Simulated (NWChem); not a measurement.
System: CaCl cation; SMILES [Cl][Ca+]

Computed with NWChem. Pople sets run with spherical d functions. Coordinates come from a PBE0/def2-SVP optimisation. Static field.

```tsv
level	isotropic polarisability (bohr³)	anisotropy (bohr³)
PBE/6-31+G*	29.7	28.3
B3LYP/6-31+G*	27.1	24.1
LDA (Slater exchange, VWN5)/6-31+G*	29.6	27.8
BHandHLYP/6-31+G*	23.1	17.8
```
